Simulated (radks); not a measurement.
Species: Gd1.75+. Configuration: [Xe] 4f(up 3.5, down 3.5) 5d(up 0.75, down 0.5) (fractional occupations, a model configuration). Method: scalar-relativistic Kohn-Sham, SCAN, spin-polarised, spherical densities, finite nucleus; meta-GGA in the generalised Kohn-Sham scheme; Fermi nuclear charge, rms radius 5.1569 fm; computed with a radial shooting solver on a logarithmic mesh with Libxc functionals.

Unscreened Slater integrals over Kohn-Sham orbitals (cm^-1). They are taken over the spin-up orbitals.

integral,value
"F0(5d,5d)",82386
"F2(5d,5d)",42224
"F4(5d,5d)",27597
"F0(5d,4f)",106290
"F2(5d,4f)",26031
"F4(5d,4f)",12721
"G1(5d,4f)",13146
"G3(5d,4f)",10225
"G5(5d,4f)",7684.5
"F0(5d,5p)",97426
"F2(5d,5p)",45364
"G1(5d,5p)",52150
"G3(5d,5p)",31974
"F0(4f,4f)",237460
"F2(4f,4f)",111070
"F4(4f,4f)",69344
"F6(4f,4f)",49792
"F0(4f,5p)",151890
"F2(4f,5p)",52931
"G2(4f,5p)",28435
"G4(4f,5p)",21736
"F0(5p,5p)",127060
"F2(5p,5p)",68341

Derived for the open shells (J is the average intra-shell exchange parameter used in DFT+U). 4f: F4/F2 = 0.624, F6/F2 = 0.448, J = (286 F2 + 195 F4 + 250 F6)/6435 = 8972 cm^-1. 5d: Racah B = F2/49 - 5 F4/441 = 548.8 cm^-1, C = 35 F4/441 = 2190 cm^-1, C/B = 3.99, F4/F2 = 0.654, J = (F2 + F4)/14 = 4987 cm^-1.
